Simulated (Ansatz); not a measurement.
Mulliken charges of C$_{2}$H$_{3}$BrSi (`BrC1=C[SiH2]1`) from B3LYP/def2-TZVPP in Ansatz (PBE0-D4/def2-TZVP geometry).

| atom | x (Å) | y (Å) | z (Å) | charge (e) |
| --- | --- | --- | --- | --- |
| Br1 | -1.414 | -2.317 | 0.410 | -0.023 |
| C2 | -0.407 | -0.771 | 0.149 | -0.098 |
| C3 | 0.834 | -0.395 | 0.422 | -0.189 |
| Si4 | -0.114 | 0.919 | -0.409 | 0.301 |
| H5 | 1.712 | -0.825 | 0.885 | 0.135 |
| H6 | -0.643 | 2.084 | 0.339 | -0.063 |
| H7 | 0.093 | 1.237 | -1.841 | -0.063 |

By hand: the dipole of these point charges (1 e Å = 4.8032 D).

Σ q r = (0.146, 0.160, -0.013) e Å, of length 0.217 e Å = 1.04 D.

How does the dipole of the full density compare? (An estimate is asked.)

Computed: (0.183, 0.229, -0.027) e Å, 1.41 D; the point charges give 0.74 times that, at 4° from its direction.

Point charges leave out the atoms' own dipoles, such as those of lone pairs, and Mulliken's split depends on the basis, so the two needn't agree.

B3LYP here is the variant with VWN-RPA as its local correlation; programs differ in this.
